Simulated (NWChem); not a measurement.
# germanium monoxide (GeO, singlet); SMILES [O]=[Ge]

```xyz
2

Ge     0.0000     0.0000     0.3391
O      0.0000     0.0000    -1.2845
```
Atoms are numbered in this order, from 1.

Results from NWChem. Low-valent species are run as closed-shell singlets; no triplet was tried in these runs. All runs use the structure optimised with PBE0/def2-SVP. B3LYP is NWChem's, with the RPA form of VWN correlation. Static field.

| level | isotropic polarisability (bohr³) | anisotropy (bohr³) |
|---|---|---|
| PBE/aug-cc-pVDZ | 32.3 | 12.8 |
| B3LYP/aug-cc-pVDZ | ___ | ___ |
| LC-BLYP (range parameter 0.33 per bohr)/aug-cc-pVDZ | 30.8 | 11.6 |

What belongs in the gaps?


- B3LYP/aug-cc-pVDZ, isotropic polarisability (bohr³): 31.3
- B3LYP/aug-cc-pVDZ, anisotropy (bohr³): 12.0
